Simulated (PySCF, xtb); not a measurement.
ZrF3, SMILES [F][Zr+]([F])[F], charge +1, multiplicity 1.

GFN2-xTB run with xtb 6.7.1 at its own geometry gives an orbital gap of 4.73 eV.

Coordinates come from a B3LYP-D3(BJ)/def2-TZVP optimisation. The multiplicity is an assumed one; other spin states were not compared. The isomer is the one that the SMILES or the coordinates give; other isomers of the formula were not compared. The def2 effective core potentials stand for the cores of Zr; spin–orbit coupling is left out.

Task: What does PBE/def2-TZVPD (PySCF) give? (The exact figures need the calculation; the answer reports its results.)

Result: gap 5.79 eV (levels -16.24 and -10.45 eV).
